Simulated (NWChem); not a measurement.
System: Sb, quartet

NWChem printed, in part:

```
             Northwest Computational Chemistry Package (NWChem) 7.3.0
             --------------------------------------------------------

                             Geometry "geometry" -> ""
                             -------------------------

 Output coordinates in angstroms (scale by  1.889725989 to convert to a.u.)

  No.       Tag          Charge          X              Y              Z
 ---- ---------------- ---------- -------------- -------------- --------------
    1 Sb                  51.0000     0.00000000     0.00000000     0.00000000

 Effective nuclear repulsion energy (a.u.)       0.0000000000

                                 NWChem DFT Module
                                 -----------------

 Summary of "ao basis" -> "ao basis" (spherical)
 ------------------------------------------------------------------------------
       Tag                 Description            Shells   Functions and Types
 ---------------- ------------------------------  ------  ---------------------
 Sb                         def2-svp                10       26   4s4p2d

            General Information
            -------------------
          SCF calculation type: DFT
          Wavefunction type:  spin polarized.
          No. of atoms     :     1
          No. of electrons :    23
           Alpha electrons :    13
            Beta electrons :    10
          Charge           :     0
          Spin multiplicity:     4
          Use of symmetry is: off; symmetry adaption is: off
          Maximum number of iterations: 150
          AO basis - number of functions:    26
                     number of shells:    10
          Convergence on energy requested:  1.00D-06
          Convergence on density requested:  1.00D-05
          Convergence on gradient requested:  5.00D-04

              XC Information
              --------------
                       MN15-L Method XC Functional
                        MN15-L Exchange Functional  1.000
                      MN15-L Correlation Potential  1.000

             Grid Information
             ----------------
          Grid used for XC integration:  medium
          Radial quadrature: Mura-Knowles
          Angular quadrature: Lebedev.
          Tag              B.-S. Rad. Rad. Pts. Rad. Cut. Ang. Pts.
          ---              ---------- --------- --------- ---------
          Sb                  1.45      123           6.0       590
          Grid pruning is: on
          Number of quadrature shells:   123
          Spatial weights used:  Erf1

      Superposition of Atomic Density Guess
      -------------------------------------

 Sum of atomic energies:        -277.61231436

      Non-variational initial energy
      ------------------------------

 Total energy =    -238.987521
 1-e energy   =    -419.474226
 2-e energy   =     180.486705
 HOMO         =      -0.146501
 LUMO         =      -0.146501

     ---------------------------------------------
      Total Density - Mulliken Population Analysis
     ---------------------------------------------

    Atom       Charge   Shell Charges
 -----------   ------   -------------------------------------------------------
    1 Sb  23    23.00   2.11 -0.08  1.25  0.71  2.97  3.05  1.20  1.79  9.82  0.18

     --------------------------------------------
      Spin Density - Mulliken Population Analysis
     --------------------------------------------

    Atom       Charge   Shell Charges
 -----------   ------   -------------------------------------------------------
    1 Sb  23     3.00   0.00  0.00  0.00  0.00 -0.06  0.08  1.20  1.79  0.00  0.00

   convergence    iter        energy       DeltaE   RMS-Dens  Diis-err
 ---------------- ----- ----------------- --------- --------- ---------
 d= 0,ls=0.0,diis     1   -239.4002043966 -2.39D+02  1.29D-02  3.51D-02
                                                     3.33D-03  1.58D-02
 d= 0,ls=0.0,diis     2   -239.4134290612 -1.32D-02  1.39D-03  6.76D-04
                                                     1.66D-03  9.81D-04
 d= 0,ls=0.0,diis     3   -239.4136579222 -2.29D-04  2.05D-04  1.89D-06
                                                     1.88D-04  5.84D-06
 d= 0,ls=0.0,diis     4   -239.4136605120 -2.59D-06  6.03D-05  1.22D-06
                                                     7.59D-05  7.48D-07
 d= 0,ls=0.0,diis     5   -239.4136609495 -4.37D-07  1.64D-05  2.89D-08
                                                     1.31D-05  2.56D-08
 d= 0,ls=0.0,diis     6   -239.4136609685 -1.91D-08  1.40D-07  3.00D-12
                                                     6.02D-07  7.90D-12

         Total DFT energy =     -239.413660968526
      One electron energy =     -419.157316555525
           Coulomb energy =      198.270963180231
    Exchange-Corr. energy =      -18.527307593232
 Nuclear repulsion energy =        0.000000000000

 Numeric. integr. density =       23.000000055783

                    DFT Final Alpha Molecular Orbital Analysis
                    ------------------------------------------

 Vector   11  Occ=1.000000D+00  E=-2.013703D-01
              MO Center= -5.0D-14, -1.8D-14,  5.9D-15, r^2= 2.6D+00
   Bfn.  Coefficient  Atom+Function         Bfn.  Coefficient  Atom+Function
  ----- ------------  ---------------      ----- ------------  ---------------
    12      0.537786  1 Sb py                15      0.502559  1 Sb py
    11     -0.241152  1 Sb px                14     -0.225355  1 Sb px
     9     -0.198309  1 Sb py                 6     -0.159544  1 Sb py
     8      0.088925  1 Sb px                 5      0.071542  1 Sb px
    13     -0.046549  1 Sb pz                16     -0.043500  1 Sb pz

 Vector   12  Occ=1.000000D+00  E=-2.013703D-01
              MO Center=  2.1D-14, -2.0D-15,  1.3D-14, r^2= 2.6D+00
   Bfn.  Coefficient  Atom+Function         Bfn.  Coefficient  Atom+Function
  ----- ------------  ---------------      ----- ------------  ---------------
    11      0.531273  1 Sb px                14      0.496473  1 Sb px
    12      0.245484  1 Sb py                15      0.229404  1 Sb py
     8     -0.195907  1 Sb px                 5     -0.157612  1 Sb px
     9     -0.090522  1 Sb py                13      0.083790  1 Sb pz
    16      0.078302  1 Sb pz                 6     -0.072827  1 Sb py

 Vector   13  Occ=1.000000D+00  E=-2.013703D-01
              MO Center= -6.8D-15, -1.6D-14, -1.4D-14, r^2= 2.6D+00
   Bfn.  Coefficient  Atom+Function         Bfn.  Coefficient  Atom+Function
  ----- ------------  ---------------      ----- ------------  ---------------
    13      0.583393  1 Sb pz                16      0.545179  1 Sb pz
    10     -0.215126  1 Sb pz                 7     -0.173074  1 Sb pz
    11     -0.095546  1 Sb px                14     -0.089288  1 Sb px
     8      0.035233  1 Sb px                 5      0.028346  1 Sb px

 Vector   14  Occ=0.000000D+00  E= 1.519237D-01
              MO Center= -6.5D-14, -7.0D-14,  5.6D-14, r^2= 4.3D+00
   Bfn.  Coefficient  Atom+Function         Bfn.  Coefficient  Atom+Function
  ----- ------------  ---------------      ----- ------------  ---------------
     3      2.252486  1 Sb s                  4     -2.032031  1 Sb s
     1     -0.365429  1 Sb s                  2     -0.330798  1 Sb s

 Vector   15  Occ=0.000000D+00  E= 2.816760D-01
              MO Center=  3.9D-15,  3.3D-14, -3.9D-14, r^2= 4.6D+00
   Bfn.  Coefficient  Atom+Function         Bfn.  Coefficient  Atom+Function
  ----- ------------  ---------------      ----- ------------  ---------------
    13      0.947510  1 Sb pz                12      0.898768  1 Sb py
    16     -0.864809  1 Sb pz                15     -0.820320  1 Sb py
    11     -0.615424  1 Sb px                14      0.561708  1 Sb px
    10     -0.179621  1 Sb pz                 9     -0.170380  1 Sb py
     7     -0.144106  1 Sb pz                 6     -0.136693  1 Sb py

 Vector   16  Occ=0.000000D+00  E= 2.816760D-01
              MO Center= -3.1D-14,  4.6D-14, -4.1D-14, r^2= 4.6D+00
   Bfn.  Coefficient  Atom+Function         Bfn.  Coefficient  Atom+Function
  ----- ------------  ---------------      ----- ------------  ---------------
    13      1.072508  1 Sb pz                16     -0.978896  1 Sb pz
    12     -0.912341  1 Sb py                15      0.832708  1 Sb py
    11      0.318854  1 Sb px                14     -0.291023  1 Sb px
    10     -0.203316  1 Sb pz                 9      0.172953  1 Sb py
     7     -0.163117  1 Sb pz                 6      0.138757  1 Sb py

                     DFT Final Beta Molecular Orbital Analysis
                     -----------------------------------------

 Vector    8  Occ=1.000000D+00  E=-1.236770D+00
              MO Center=  3.3D-16,  2.3D-16, -2.3D-16, r^2= 3.5D-01
   Bfn.  Coefficient  Atom+Function         Bfn.  Coefficient  Atom+Function
  ----- ------------  ---------------      ----- ------------  ---------------
    20      0.737680  1 Sb d  1              17      0.641302  1 Sb d -2
    19     -0.061517  1 Sb d  0              25      0.042117  1 Sb d  1
    22      0.036615  1 Sb d -2              18     -0.027533  1 Sb d -1

 Vector    9  Occ=1.000000D+00  E=-1.236770D+00
              MO Center= -1.0D-16,  7.5D-16, -8.9D-16, r^2= 3.5D-01
   Bfn.  Coefficient  Atom+Function         Bfn.  Coefficient  Atom+Function
  ----- ------------  ---------------      ----- ------------  ---------------
    18      0.954027  1 Sb d -1              17      0.184586  1 Sb d -2
    20     -0.122369  1 Sb d  1              23      0.054469  1 Sb d -1
    19      0.028702  1 Sb d  0

 Vector   10  Occ=1.000000D+00  E=-4.063882D-01
              MO Center= -3.6D-14, -2.8D-14,  2.2D-14, r^2= 1.7D+00
   Bfn.  Coefficient  Atom+Function         Bfn.  Coefficient  Atom+Function
  ----- ------------  ---------------      ----- ------------  ---------------
     3      0.825663  1 Sb s                  1     -0.407769  1 Sb s
     4      0.394844  1 Sb s                  2     -0.266559  1 Sb s

 Vector   11  Occ=0.000000D+00  E=-1.049872D-01
              MO Center= -7.9D-15, -9.5D-15, -7.3D-15, r^2= 2.9D+00
   Bfn.  Coefficient  Atom+Function         Bfn.  Coefficient  Atom+Function
  ----- ------------  ---------------      ----- ------------  ---------------
    16      0.614000  1 Sb pz                13      0.442859  1 Sb pz
    14     -0.231158  1 Sb px                10     -0.183451  1 Sb pz
    11     -0.166727  1 Sb px                 7     -0.143887  1 Sb pz
     8      0.069065  1 Sb px                 5      0.054171  1 Sb px

 Vector   12  Occ=0.000000D+00  E=-1.049872D-01
              MO Center= -1.5D-14,  1.7D-14,  1.1D-15, r^2= 2.9D+00
   Bfn.  Coefficient  Atom+Function         Bfn.  Coefficient  Atom+Function
  ----- ------------  ---------------      ----- ------------  ---------------
    15      0.654964  1 Sb py                12      0.472405  1 Sb py
     9     -0.195690  1 Sb py                 6     -0.153487  1 Sb py
    14     -0.033611  1 Sb px

 Vector   13  Occ=0.000000D+00  E=-1.049872D-01
              MO Center=  2.0D-15, -9.9D-15,  2.2D-14, r^2= 2.9D+00
   Bfn.  Coefficient  Atom+Function         Bfn.  Coefficient  Atom+Function
  ----- ------------  ---------------      ----- ------------  ---------------
    14      0.613107  1 Sb px                11      0.442214  1 Sb px
    16      0.230460  1 Sb pz                 8     -0.183184  1 Sb px
    13      0.166224  1 Sb pz                 5     -0.143678  1 Sb px
    10     -0.068857  1 Sb pz                 7     -0.054007  1 Sb pz
    15      0.038103  1 Sb py                12      0.027483  1 Sb py

     ---------------------------------------------
      Total Density - Mulliken Population Analysis
     ---------------------------------------------

    Atom       Charge   Shell Charges
 -----------   ------   -------------------------------------------------------
    1 Sb  23    23.00   2.10 -0.07  1.33  0.64  2.96  3.04  1.49  1.51  9.74  0.26

     --------------------------------------------
      Spin Density - Mulliken Population Analysis
     --------------------------------------------

    Atom       Charge   Shell Charges
 -----------   ------   -------------------------------------------------------
    1 Sb  23     3.00  -0.00  0.00  0.04 -0.04 -0.07  0.09  1.47  1.51 -0.04  0.04

     -------------------------------------------
      Total Density - Lowdin Population Analysis
     -------------------------------------------

    Atom       Charge   Shell Charges
 -----------   ------   -------------------------------------------------------
    1 Sb  23    23.00   1.30  0.68  1.11  0.91  2.80  3.06  1.57  1.57  9.47  0.53

     ------------------------------------------
      Spin Density - Lowdin Population Analysis
     ------------------------------------------

    Atom       Charge   Shell Charges
 -----------   ------   -------------------------------------------------------
    1 Sb  23     3.00   0.00  0.00  0.02 -0.02  0.00  0.13  1.30  1.56 -0.04  0.04

   alpha - beta orbital overlaps
   -----------------------------

   alpha      1      2      3      4      5      6      7      8      9     10
    beta      1      3      4      2      7      6      5      8      9     10
 overlap   1.000  0.845  0.845  1.000  0.988  0.949  0.908  0.915  0.958  1.000

   alpha     11     12     13     14     15     16     17     18     19     20
    beta     12     13     11     14     17     15     16     19     18     20
 overlap   0.928  0.911  0.977  1.000  0.940  0.901  0.949  0.633  0.953  0.679

   alpha     21     22     23     24     25     26
    beta     21     19     24     25     23     26
 overlap   0.839  0.612  0.710  0.830  0.766  1.000

     --------------------------
     Expectation value of S2:
     --------------------------
      <S2> =      3.7519 (Exact =     3.7500)
```

Level: MN15-L/def2-SVP with def2 effective core potentials on Sb, spin-unrestricted. No stability test was run on the SCF state. def2 effective core potentials on Sb; no spin-orbit coupling.

**Question.** Write an input that gives this output.

**Answer.** Several could match; the one computed here: the input that was run:
```
start job
memory heap 200 mb stack 900 mb global 1100 mb
geometry units angstroms noautoz
  Sb     0.000000     0.000000     0.000000
end
basis spherical
  * library def2-svp
end
ecp
  Sb library def2-ecp
end
dft
  odft
  mult 4
  xc mn15-l
  iterations 150
  mulliken
end
task dft energy
```
